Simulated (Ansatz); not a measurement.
Consider the formal exchange of groups at a B–C bond: `CBCSC` + `CO[SiH](O)F` → `CBO[SiH](O)F` + `CCSC`.

Program: Ansatz. Geometries: PBE0-D4/def2-TZVP. ΔE: electronic, gas phase. CCSD(T)/CBS adds triple-zeta CCSD(T) − MP2 to the extrapolated MP2 energy (def2 sets, frozen cores). Functionals use def2-TZVPP. Each species was taken in one conformer, which may not be the lowest.

| level | ΔE (eV) |
| --- | --- |
| r2SCAN-D4 | -1.92 |
| PBE | -1.88 |
| r2SCAN | -1.92 |
| PBE0 | -1.91 |
| HF/def2-TZVPP | -1.98 |
| SCS-MP2/def2-TZVPP | -1.99 |
| CCSD/def2-TZVPP | -1.97 |
| HF/CBS(def2) | -1.98 |

What does CCSD(T)/CBS give? (An estimate is asked.)

The calculation gave: -1.97 eV. The listed levels differ from it by 0.05, 0.09, 0.05, 0.06, -0.01, -0.02, 0.00, -0.01 eV.

Largest T1 diagnostic among the species: 0.012.
